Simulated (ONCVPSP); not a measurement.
An all-electron radial function and its pseudo partner (nitrogen (N))

Columns: radius, all-electron u(r) and pseudo u(r) of the 2s shell (level -18.58 eV) of nitrogen in the configuration [He] 2s2 2p3; PBE, scalar-relativistic, ONCV scheme, ONCVPSP 4.0.1.

```csv
r (bohr),all-electron,pseudo
0.062,-0.3199,0.0569
0.125,-0.3866,0.1171
0.188,-0.3151,0.1810
0.250,-0.1790,0.2469
0.312,-0.0175,0.3139
0.375,0.1491,0.3814
0.438,0.3050,0.4476
0.500,0.4416,0.5124
0.562,0.5591,0.5779
0.625,0.6583,0.6456
0.688,0.7376,0.7124
0.750,0.7976,0.7733
0.812,0.8415,0.8245
0.875,0.8714,0.8628
0.938,0.8887,0.8857
1.000,0.8951,0.8945
1.062,0.8928,0.8927
1.125,0.8831,0.8831
1.188,0.8674,0.8674
1.250,0.8474,0.8474
1.312,0.8238,0.8237
1.375,0.7970,0.7969
1.438,0.7681,0.7681
1.500,0.7384,0.7384
1.562,0.7079,0.7079
1.625,0.6765,0.6765
```

How many radial nodes do the two functions have?

The all-electron 2s function has n − l − 1 = 1; the pseudo-wave has 0, since the states of the same l below it are removed with the core.

At about which radius was the pseudo-wave matched?

1.10 bohr, where the columns begin to agree (steps of 0.06 bohr).

Is the pseudo-wave norm-conserving?

Yes: the ONCV scheme keeps the norm inside the radius equal to the all-electron one, which fixes the energy derivative of the logarithmic derivative at the level.
